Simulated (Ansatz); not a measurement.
Relaxation of ClFH2OZn (6 atoms, charge 0, multiplicity 1), to a largest force component of 0.03 eV/Å in at most 50 steps.

Theory: Ansatz, RHF/def2-SVP.

```xyz
6
Properties=species:S:1:pos:R:3
Zn -0.334 -0.883 -0.264
Cl 1.688 -1.528 0.369
O -1.991 -0.572 -0.818
H 1.833 1.052 0.845
F 1.166 1.635 0.697
H -2.362 0.296 -0.830
```

Q: Where does it end, and by what steps?

A: The forces met the threshold. After 7 steps the energy has fallen by 0.158 eV; F5 moved furthest, 0.50 Å.

```json
{"step": "0", "energy less start (eV)": "0.0000", "largest force component (eV/Å)": "0.768", "accepted": "yes"}
{"step": "1", "energy less start (eV)": "-0.0713", "largest force component (eV/Å)": "0.276", "accepted": "yes"}
{"step": "2", "energy less start (eV)": "-0.1322", "largest force component (eV/Å)": "0.255", "accepted": "yes"}
{"step": "3", "energy less start (eV)": "-0.1395", "largest force component (eV/Å)": "0.627", "accepted": "yes"}
{"step": "4", "energy less start (eV)": "-0.1561", "largest force component (eV/Å)": "0.168", "accepted": "yes"}
{"step": "5", "energy less start (eV)": "-0.1582", "largest force component (eV/Å)": "0.037", "accepted": "yes"}
{"step": "6", "energy less start (eV)": "-0.1582", "largest force component (eV/Å)": "0.034", "accepted": "yes"}
{"step": "7", "energy less start (eV)": "-0.1582", "largest force component (eV/Å)": "0.024", "accepted": "yes"}
```

```xyz
6
Properties=species:S:1:pos:R:3
Zn -0.155 -0.681 -0.170
Cl 1.777 -1.516 0.405
O -1.828 -0.460 -0.743
H 1.618 0.944 0.759
F 0.826 1.324 0.510
H -2.238 0.389 -0.762
```

The run took 16 s on 2 threads of Intel(R) Xeon(R) Platinum 8488C (Sapphire Rapids) (shared host), peak memory 0.18 GiB.
